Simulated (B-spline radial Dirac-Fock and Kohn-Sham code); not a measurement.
**Dipole and non-dipole photoemission parameters of Zr 3s**

System: neutral zirconium, [Kr] 4d2 5s2; threshold 430.3 eV (tabulated edge). These are calculated numbers from a B-spline atomic structure program; the model is Dirac-Hartree-Slater photoionisation with a Latter tail; cross sections with all multipoles, angular parameters from the dipole term and its interference with E2.

The run's input, task.json:

```json
{"items": [{
  "Z": 40,
  "q": 0,
  "cfg": [[1, 0, 2], [2, 0, 2], [2, 1, 6], [3, 0, 2], [3, 1, 6], [3, 2, 10], [4, 0, 2], [4, 1, 6], [4, 2, 2], [5, 0, 2]],
  "A": 90,
  "rrms": 4.2694,
  "do": "xps",
  "hv": [60, 67.4, 103.0, 110.0, 150, 162.0, 171.0, 252.0, 319.0, 400, 414.0, 529.0, 558.0, 600, 680.0, 1340.0, 1486.9, 2000, 2640.0, 2984.4, 5310.0, 6000, 6610.0, 6900.0, 8730.0, 10000.0, 10200.0, 10600.0, 11100.0],
  "edges": {"K": 17998.0, "L1": 2532.0, "L2": 2307.0, "L3": 2223.0, "M1": 430.3, "M2": 343.5, "M3": 329.8, "M4": 181.1, "M5": 178.8}
}]}
```

Command: `python xray2_run.py task.json out`

For linearly polarised light dσ/dΩ = σ/(4π) [1 + β P₂(cos θ) + (δ + γ cos²θ) sin θ cos φ], with θ from the polarisation vector and φ the angle between the beam and the projection of the electron momentum on the plane normal to the polarisation.

```csv
hν (eV),σ (kb),β,γ
529,130,1.993,0.528
558,123,1.993,0.507
600,113,1.993,0.472
680,96.0,1.994,0.407
1340,34.5,1.996,0.049
1486.9,29.0,1.996,0.008
2000,?,?,?
2640,10.4,1.997,-0.083
2984.4,8.21,1.997,-0.066
5310,2.60,1.997,0.216
6000,2.01,1.997,0.319
6610,1.64,1.997,0.410
6900,1.49,1.997,0.454
8730,0.894,1.997,0.723
10000,0.659,1.997,0.904
10200,0.630,1.997,0.931
10600,0.577,1.997,0.986
11100,0.519,1.996,1.053
```

Question: Give the values at 2000 eV.

Answer: σ = 17.3 kb, β = 1.997, γ = -0.072. For an s subshell δ is negligible.
